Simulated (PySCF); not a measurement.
PySCF input file for CH7F2NSi2, SMILES N[Si@H](F)C[SiH2]F, HF/pcSseg-1. Geometry optimised at PBE0-D3(BJ)/def2-SVP. The structure was generated by enumeration; whether it is a known compound was not checked. The values are those of a single conformer.

```python
import numpy as np
from pyscf import gto, scf, dft
from pyscf.prop.nmr import rhf as nmr

mol = gto.M(
    atom='''
    N     1.47031364   -0.34796080   -0.89247255
    Si    1.13494914    0.41802211    0.59586060
    F     1.73590740   -0.37399747    1.89381616
    C    -0.72098300    0.49729715    0.82591112
    Si   -1.71382491    0.30302592   -0.73519196
    F    -1.33095639   -1.14891446   -1.39223390
    H     0.89416377   -1.11593403   -1.22261522
    H     2.39600243   -0.35546289   -1.30310540
    H     1.79921442    1.74738015    0.61452704
    H    -0.98494591    1.45752899    1.30246853
    H    -1.01962744   -0.29418522    1.53518295
    H    -3.17796568    0.26547277   -0.45793189
    H    -1.41343761    1.35867809   -1.74028624
    ''',
    basis='pcSseg-1',
    charge=0,
    spin=0,
    max_memory=1600,
    verbose=3,
)
mf = scf.RHF(mol)
mf.conv_tol = 1e-10
mf.max_cycle = 100
mf.kernel()
n = nmr.NMR(mf)
n.verbose = 2
n.max_cycle_cphf = 60
sigma = n.kernel()
print('atom   isotropic/ppm   span/ppm')
for i, s in enumerate(sigma):
    w = np.linalg.eigvalsh((s + s.T) / 2)
    print(f'{mol.atom_symbol(i):2s}{i + 1:3d} {w.mean():14.3f} {w[2] - w[0]:11.3f}')
```

Log of the run:

```
converged SCF energy = -873.243376490256
atom   isotropic/ppm   span/ppm
N   1        234.710      44.197
Si  2        411.079      40.840
F   3        347.269      97.162
C   4        195.059      17.747
Si  5        396.897      89.695
F   6        412.445      35.237
H   7         29.423      18.684
H   8         30.262      19.719
H   9         27.336       9.161
H  10         32.114      13.172
H  11         31.272      11.909
H  12         27.014       9.363
H  13         27.127       7.424
```

Self-consistency was reached.

Cost: about 29 core-seconds (a rough figure).
